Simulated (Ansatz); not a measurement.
A made-up structure of BH₂SeO (charge +1), singlet:

O1  (-0.374, 0.467, -0.357)
B2  (0.388, -0.484, 0.370)
Se3  (1.301, -1.624, 1.242)
H4  (-0.278, 1.430, -0.228)
H5  (0.702, -1.352, -0.316)
(Å)

It is relaxed with PBE-D4/def2-SVP and then PBE0-D4/def2-TZVP (Ansatz 0.2.0). Atoms count as bonded within 1.22 times the sum of their covalent radii (H–H: 0.88 Å). The end point is not checked to be a true minimum.

(1) Does its bonding change? (Judge from chemistry; the calculation decides.)

## Answers

(1) Computed: Yes. Formed: none; broken: B2–H5.

Where it ends: The first stage lowers the energy by 2.11 eV in 11 steps. It ends as BH₂SeO ([OH][B][SeH]), total charge +1:
```
5
angstrom
O -0.5270 0.7433 -0.0291
B 0.2064 -0.1905 0.3706
Se 1.1688 -1.6114 1.0524
H -0.3650 1.6398 -0.3556
H 1.2556 -2.1440 -0.3274
```

Labels in which every atom is bracketed show which atoms are joined, not bond orders.

For scale, one of the runs: PBE0-D4/def2-TZVP relaxation, 122 basis functions, launched by `ansatz run in.yaml --threads 2 --pin off --events-out ev --progress --plain --max-ram 4352MiB`. The run took about 29 s on 2 CPU threads of an Arm Neoverse N1 (shared host).
